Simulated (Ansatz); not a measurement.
`BN[SiH2]Cl` + `N[Si](O)(O)F` → `O[Si](O)(F)N[SiH2]Cl` + `BN`  (ligand exchange at the Si–N bond)

Program: Ansatz. Geometries: PBE0-D4/def2-TZVP. ΔE: electronic, gas phase. CCSD(T)/CBS is the MP2 limit (def2-TZVPP, def2-QZVPP) plus CCSD(T) − MP2 in def2-TZVPP, frozen cores. This one scheme is used for every species. One conformer a species, not always the lowest.

`BN[SiH2]Cl`:

```xyz
9

B     0.633   -1.390    0.410
N     0.138   -0.100    0.650
Si   -0.359    1.031   -0.562
Cl   -2.406    1.209   -0.612
H     0.743   -1.763   -0.722
H     0.941   -2.086    1.333
H     0.044    0.188    1.614
H     0.163    2.378   -0.240
H     0.103    0.533   -1.871
```

`N[Si](O)(O)F`:

Z-matrix (Å, degrees):
```
Si
O 1 1.629
O 1 1.629 2 115.7
N 1 1.687 2 105.4 3 -122.6
F 1 1.593 2 107.5 3 113.5
H 2 0.958 1 117.1 3 -81.2
H 3 0.958 1 116.2 2 -64.5
H 4 1.005 1 121.5 2 171.4
H 4 1.006 1 120.8 2 -36.3
```

`O[Si](O)(F)N[SiH2]Cl`:

Z-matrix (Å, degrees):
```
Si
O 1 1.628
F 1 1.591 2 108.6
O 1 1.619 2 106.5 3 -121.3
N 1 1.705 2 116.0 3 116.9
H 2 0.959 1 117.9 3 -56.5
H 4 0.959 1 117.2 2 27.8
Si 5 1.714 1 128.2 2 -98.0
H 5 1.011 1 115.3 2 67.2
Cl 8 2.068 5 111.5 1 67.7
H 8 1.479 5 108.2 1 -174.9
H 8 1.475 5 111.2 1 -50.3
```

`BN`:

Cartesian coordinates in Å:
```
B -0.642 0.232 -0.017
N 0.660 -0.238 0.018
H -1.413 -0.251 -0.795
H -0.963 1.109 0.732
H 1.360 0.121 0.645
H 0.998 -0.972 -0.582
```

```json
{"level": "CCSD(T)/def2-TZVPP", "ΔE (kJ/mol)": "-19.6"}
{"level": "MP2/CBS(def2)", "ΔE (kJ/mol)": "-18.1"}
```

(1) What does CCSD(T)/CBS give? (An estimate is asked.)

Largest T1 diagnostic among the species: 0.012.

## Answers

(1) Ansatz gave: -18.7 kJ/mol. The listed levels differ from it by -0.9, 0.6 kJ/mol.

The D4 term adds −5.8 kJ/mol with B3LYP and −3.6 kJ/mol with PBE0; it sums over pairs of atoms, weighted by their polarisabilities, and B3LYP, whose exchange is more repulsive, gets the larger term. In def2-TZVPP, CCSD(T) changes the Hartree–Fock value by −4.4 kJ/mol (the triples alone add −0.9 kJ/mol) and MP2 by −3.8 kJ/mol.

B3LYP here is the variant with VWN-RPA as its local correlation; programs differ in this.
